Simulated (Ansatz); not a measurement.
Consider the ligand exchange at the Si–O bond: `O[Si](F)(F)O[SiH3]` + H–F → `O[Si](F)(F)F` + `O[SiH3]`.

Gas-phase electronic energies from Ansatz, PBE0-D4/def2-TZVP geometries. CBS: MP2 limit from def2 TZ/QZ plus the TZ coupled-cluster correction, frozen cores. This one scheme is used for every species. DFT in def2-TZVPP. B3LYP here is the variant with VWN-RPA as its local correlation; programs differ in this. One conformer a species, not always the lowest.

| level | ΔE (eV) |
| --- | --- |
| PBE-D4 | -0.19 |
| B3LYP-D4 | -0.14 |
| revPBE | -0.27 |
| BHLYP | -0.20 |
| RPA@PBE/def2-TZVPP | -0.17 |
| SCS-MP2/def2-TZVPP | -0.17 |
| MP2/def2-QZVPP | -0.14 |
| CCSD/CBS(def2) | -0.14 |

What does CCSD(T)/CBS give? (Best estimate.)

Ansatz gave: -0.14 eV. The listed levels differ from it by -0.05, 0.00, -0.13, -0.06, -0.03, -0.03, 0.00, 0.00 eV.

Largest T1 diagnostic among the species: 0.011.

The D4 term adds +0.10 eV with B3LYP and +0.06 eV with PBE0; it sums over pairs of atoms, weighted by their polarisabilities, and B3LYP, whose exchange is more repulsive, gets the larger term. From r2SCAN to r2SCAN0 (25 % exact exchange), in def2-TZVPP and without D4, ΔE moves by +0.04 eV. Leaving LDA and LC-ωPBE aside and taking each functional with its dispersion term where it has one, the values, not all of them listed here, spread over 0.14 eV, from B97M-V to BHLYP-D4. LDA lies +0.05 eV from PBE without D4.

CCSD(T)/CBS has its own doubt, a few kJ/mol and more with outer-core shells, so smaller differences from it don't rank the levels.
